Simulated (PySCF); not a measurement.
## Relaxation of singlet [Cu3S]+

All numbers come from PySCF, PBE0, basis S def2-SVP, Cu def2-SVP (no relativity, density fitting). A (50,194) grid was used.

A hand-made trigonal pyramidal start, of C3v symmetry, held to at least that symmetry:

```xyz
4
charge 1 multiplicity 1, angstrom
S     0.0000    0.0000   -0.8459
Cu    1.8604    0.0000    0.1433
Cu   -0.9302    1.6111    0.1433
Cu   -0.9302   -1.6111    0.1433
```

**Question.** What forces act on the atoms at the start (eV/Å)?

**Answer.** 
```json
{"atom": "S1", "Fx": "0.00", "Fy": "0.00", "Fz": "-0.99"}
{"atom": "Cu2", "Fx": "0.30", "Fy": "0.00", "Fz": "0.33"}
{"atom": "Cu3", "Fx": "-0.15", "Fy": "0.26", "Fz": "0.33"}
{"atom": "Cu4", "Fx": "-0.15", "Fy": "-0.26", "Fz": "0.33"}
```

**Question.** What does it relax to?

**Answer.** It ends at C3v with Cu–Cu 2.710 Å (×3), S–Cu 2.159 Å (×3); Cu–Cu–Cu 60.0° (×3), Cu–Cu–S 51.1° (×6), Cu–S–Cu 77.7° (×3). A frequency run shows a minimum. Other isomers or separated fragments may lie lower.

**Question.** How much energy is released, and in how many steps?

**Answer.** 23.4 kJ/mol in 10 steps.
